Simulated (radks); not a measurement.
Question: These are the eigenvalues of the occupied orbitals of an atom or ion with whole-number occupations (hartree). Method: scalar-relativistic Kohn-Sham, BLYP, spin-polarised, spherical densities, finite nucleus; Fermi nuclear charge, rms radius of each element as measured or else 0.836 A^(1/3) + 0.57 fm; computed with a radial shooting solver on a logarithmic mesh with Libxc functionals.

1s up: -1971.839
1s down: -1971.839
2s up: -328.3596
2s down: -328.3583
2p up: -291.3952
2p down: -291.3942
3s up: -73.09466
3s down: -73.03767
3p up: -61.74461
3p down: -61.68784
3d up: -47.13049
3d down: -47.08695
4s up: -14.49360
4s down: -14.36517
4p up: -10.75598
4p down: -10.62931
4d up: -5.66470
4d down: -5.54057
5s up: -1.81647
5s down: -1.75519
5p up: -0.94311
5p down: -0.89922
4f up: -0.15144
6s up: -0.13529
6s down: -0.13136
4f down: -0.04584

Which element is it, and in what charge state? The configuration may be excited. Open shells, if any, are filled with parallel spins first.

Answer: Z = 66, dysprosium, charge 0: Dy in [Xe] 4f10 6s2. The list shows which subshells hold electrons but not how many an open one holds; the 1s level, -1971.8 hartree, gives Z - s = 62.8 by -(Z - s)^2/2, which with screening and relativity narrows Z to a few neighbours, and the depths of the outer levels then fix element, charge and occupations together.
